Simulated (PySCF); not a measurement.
Vertical excitations of a molecule Cl2FH3Si2 from TDA-LC-ωPBE/def2-SVPD run with PySCF, as energy in eV (oscillator strength): 6.41 (0.021), 6.88 (0.031), 7.95 (0.013), 7.99 (0.012), 8.10 (0.079), 8.22 (0.033), 8.28 (0.096), 8.33 (0.020), 8.44 (0.022), 8.59 (0.050). Lowest triplet (TDA): 5.49 eV. Geometry: B3LYP-D3(BJ)/def2-SVP. One conformer was computed; it need not be the lowest.

Problem. Which structure fits?
A. F[Si]([SiH3])(Cl)Cl
B. F[Si@H](Cl)[SiH2]Cl
C. F[SiH2][SiH](Cl)Cl

Solution. C, F[SiH2][SiH](Cl)Cl
